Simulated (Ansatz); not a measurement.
`CC[O][GeH]([O]C)[O]C`, 20 atoms. Charge 0, multiplicity 1. Correlated methods include outer-core shells of Ge, which these sets cover unevenly. Scalar relativity is left out up to krypton. All runs use 6 threads of an AMD EPYC 7R13 on a shared host and a share of an NVIDIA H100 80 GB. Correlated methods freeze the cores. Open-shell runs search over several starts.

How many basis functions does each run have, and how long does it take in Ansatz? UHF-MP2/def2-QZVPP energy of the cation; RKS B2PLYP (frozen core)/def2-TZVPP energy; RHF-MP2/def2-QZVPP energy; RKS PBE0-D4/def2-SVP energy; UKS B2PLYP (frozen core)/def2-TZVPP energy of the cation; UKS PBE0-D4/def2-TZVPP energy of the cation; RKS ωB97M-V/def2-QZVPP energy; UHF-CCSD(T)/def2-TZVPP energy of the cation; direct RPA on PBE orbitals/def2-TZVPP energy; RKS B97M-V/def2-TZVPP energy; UKS ωB97M-V/def2-TZVPP energy of the cation; UKS PBE-D4/def2-TZVPP energy of the cation. (An estimate is asked.)

Computed: Other jobs shared the machine, so times are rough.

```json
{"level": "RKS B97M-V/def2-TZVPP", "job": "energy", "functions": "433", "wall time": "3.3 s", "peak host memory (GiB)": "1"}
{"level": "RKS B2PLYP (frozen core)/def2-TZVPP", "job": "energy", "functions": "433", "wall time": "4.1 s", "peak host memory (GiB)": "2"}
{"level": "RKS PBE0-D4/def2-SVP", "job": "energy", "functions": "190", "wall time": "5.5 s", "peak host memory (GiB)": "0.85"}
{"level": "direct RPA on PBE orbitals/def2-TZVPP", "job": "energy", "functions": "433", "wall time": "5.5 s", "peak host memory (GiB)": "2"}
{"level": "RKS ωB97M-V/def2-QZVPP", "job": "energy", "functions": "848", "wall time": "8 s", "peak host memory (GiB)": "1.5"}
{"level": "RHF-MP2/def2-QZVPP", "job": "energy", "functions": "848", "wall time": "9.5 s", "peak host memory (GiB)": "1.5"}
{"level": "UKS ωB97M-V/def2-TZVPP", "job": "energy of the cation", "functions": "433", "wall time": "14 s", "peak host memory (GiB)": "1.4"}
{"level": "UKS PBE0-D4/def2-TZVPP", "job": "energy of the cation", "functions": "433", "wall time": "18 s", "peak host memory (GiB)": "1.1"}
{"level": "UKS B2PLYP (frozen core)/def2-TZVPP", "job": "energy of the cation", "functions": "433", "wall time": "20 s", "peak host memory (GiB)": "2.1"}
{"level": "UHF-MP2/def2-QZVPP", "job": "energy of the cation", "functions": "848", "wall time": "20 s", "peak host memory (GiB)": "1.7"}
{"level": "UKS PBE-D4/def2-TZVPP", "job": "energy of the cation", "functions": "433", "wall time": "21 s", "peak host memory (GiB)": "1.1"}
{"level": "UHF-CCSD(T)/def2-TZVPP", "job": "energy of the cation", "functions": "433", "wall time": "4.9 min", "peak host memory (GiB)": "2.1"}
```
